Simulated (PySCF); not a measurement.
An unknown gives this computed stick spectrum. Method: PySCF, TDDFT CAM-B3LYP/def2-SVPD, vertical, gas phase, core orbitals frozen in the response. Geometries: PBE0-D3(BJ)/def2-SVP, one conformer each. Relativistic effects are left out although some hold elements past zinc.

```json
{"state": "S1", "E (eV)": "3.82", "λ (nm)": "324.6", "f": "0.0001"}
{"state": "S2", "E (eV)": "4.67", "λ (nm)": "265.7", "f": "0.0013"}
{"state": "S3", "E (eV)": "5.14", "λ (nm)": "241.3", "f": "0.0030"}
{"state": "S4", "E (eV)": "5.22", "λ (nm)": "237.4", "f": "0.123"}
{"state": "S5", "E (eV)": "5.69", "λ (nm)": "218.0", "f": "0.170"}
{"state": "S6", "E (eV)": "6.48", "λ (nm)": "191.5", "f": "0.0005"}
{"state": "S7", "E (eV)": "6.69", "λ (nm)": "185.4", "f": "0.250"}
{"state": "S8", "E (eV)": "7.14", "λ (nm)": "173.5", "f": "0.390"}
{"state": "S9", "E (eV)": "7.22", "λ (nm)": "171.7", "f": "0.0022"}
{"state": "S10", "E (eV)": "7.62", "λ (nm)": "162.7", "f": "0.040"}
```

Orbital energies (eV): HOMO-3 -10.09, HOMO-2 -9.66, HOMO-1 -9.40, HOMO -9.15, LUMO -1.22, LUMO+1 -0.11, LUMO+2 1.29.

Question: Which candidate is it?
A. `O=CC1=CC=CN=C1`
B. `[H]/N=C/C1=C[O][GaH2-][O+]=C1`
C. `O=NC1=CC=CC=C1`

Answer: A. Its S1 lies at 3.82 eV; the nearest of the others has S1 at 4.28 eV. S1 is HOMO→LUMO (68%), HOMO-2→LUMO (21%). Löwdin shares by element: HOMO nitrogen 32%, oxygen 30%, carbon 16% or more (atoms not listed hold the other 22%); LUMO carbon 46% or more, oxygen 18% (atoms not listed hold the other 36%). At the same level the other candidates give, for their lowest levels:
- `O=Nc1ccccc1`: 1.53 eV (f 0.000); 4.52 eV (f 0.025); 4.82 eV (f 0.259); 5.46 eV (f 0.000); 5.94 eV (f 0.001); T1 0.67 eV; HOMO -8.14, LUMO -1.75 eV
- `[H]/N=C/C1=C[O][GaH2-][O+]=C1`: 4.28 eV (f 0.077); 4.47 eV (f 0.001); 5.05 eV (f 0.001); 5.45 eV (f 0.001); 5.85 eV (f 0.335); T1 2.90 eV; HOMO -8.45, LUMO -1.25 eV

Conformer computed: `[O:1]=[CH:2][c:3]1[cH:4][cH:5][cH:6][n:7][cH:8]1`: O1–C2–C3–C4 -1°.
Triplets come from the Tamm–Dancoff approximation.
